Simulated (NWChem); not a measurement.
cyclotrisilazane (Si3N3H9); SMILES N1[SiH2]N[SiH2]N[SiH2]1

```xyz
15

Si     1.2952     1.2952    -0.0130
N      1.5632    -0.4189    -0.0127
Si     0.4741    -1.7692    -0.0130
N     -1.1444    -1.1444    -0.0127
Si    -1.7692     0.4741    -0.0130
N     -0.4189     1.5632    -0.0127
H      1.9364     1.9364    -1.2086
H      1.9370     1.9370     1.1819
H      2.5461    -0.6822    -0.0127
H      0.7088    -2.6452    -1.2086
H      0.7090    -2.6460     1.1819
H     -1.8639    -1.8639    -0.0127
H     -2.6460     0.7090     1.1819
H     -2.6452     0.7088    -1.2086
H     -0.6822     2.5461    -0.0127
```
Atoms are numbered in this order, from 1.

Structure relaxed at the PBE0/def2-SVP level. Not confirmed as a minimum by frequencies.

Q: List the 6 lowest vertical singlet excitations from B3LYP/6-31G* (spherical d), TDA (NWChem).

A: 
```csv
state,energy (eV),oscillator strength,leading excitation (squared amplitude)
S1,6.13,0.000,HOMO → LUMO (0.79)
S2,6.13,0.000,HOMO → LUMO+1 (0.79)
S3,6.39,0.040,HOMO−1 → LUMO (0.49)
S4,6.46,0.000,HOMO−1 → LUMO+1 (0.48)
S5,6.48,0.000,HOMO−2 → LUMO (0.40)
S6,6.48,0.000,HOMO−2 → LUMO+1 (0.40)
```
